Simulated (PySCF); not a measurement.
Spinor energies of Ce (cerium, neutral)

Start: [Xe] 4f1 5d1 6s2; 4f5/2 filled at m_j = +5/2; 5d3/2 filled at m_j = +3/2. Calculated with PySCF 2.14 in x2c-SVPall-2c with one added diffuse shell each of s, p, d, f type (8s11p10d4f1g, 128 functions): generalised Hartree-Fock with the X2C-1e Hamiltonian and a Gaussian nucleus; one run each with spin-orbit coupling (SO) switched off, then screened by Boettger's factors.

```csv
spinor shell,electrons,"ε, spin-free (eV)","ε, screened SO (eV)",weight of nominal j (screened SO),"rms radius, screened SO (bohr)"
1s1/2,2,-40648.4,-40643.0,1.000,0.0281
2s1/2,2,-6624.2,-6622.5,1.000,0.114
2p1/2,2,-5926.9,-6239.6,1.000,0.0979
2p3/2,4,-5926.9,-5789.0,1.000,0.104
3s1/2,2,-1478.2,-1477.7,1.000,0.296
3p1/2,2,-1251.3,-1314.3,1.000,0.288
3p3/2,4,-1251.3,-1223.2,1.000,0.301
3d3/2,4,-928.83,-940.29,1.000,0.272
3d5/2,6,-928.83,-920.68,1.000,0.276
4s1/2,2,-324.14,-324.00,1.000,0.676
4p1/2,2,-247.17,-261.20,0.998,0.700
4p3/2,4,-247.17,-240.86,0.999,0.727
4d3/2,4,-133.02,-136.00,0.969,0.796
4d5/2,6,-133.02,-130.94,0.979,0.806
5s1/2,2,-56.984,-56.997,1.000,1.62
5p1/2,2,-34.857,-37.189,0.984,1.80
5p3/2,4,-34.857,-33.856,0.992,1.89
4f5/2,1,-20.695,-20.852,0.992,1.15
6s1/2,2,-8.172,-8.182,0.990,4.38
5d3/2,1,-1.375,-1.373,0.970,11.7
```

| quantity | spin-free | screened SO |
| --- | --- | --- |
| E (hartree) | -8854.10902 | -8857.94931 |
| M_J | 4 | 4 |
| ⟨J²⟩ | 22.252 | 20.333 |
| ⟨L²⟩ | 30.250 | 29.350 |
| ⟨S²⟩ | 2.001 | 1.891 |

The determinant has a definite M_J but mixes levels of different J.

Each row is a mean over spinors that exchange with the open shell spreads, by up to 6.327 eV (4d3/2).

Breit and QED terms are absent; they matter most for the inner s and p1/2 levels.

Densities and radii are taken from the X2C orbitals without a picture-change correction, which distorts them close to the nucleus.

Without spin-orbit coupling the j labels of p, d and f shells carry no meaning; the spin-free column gives the mean over the occupied spinors of each nl shell, and its ⟨J²⟩ belongs to a mixture of degenerate components.
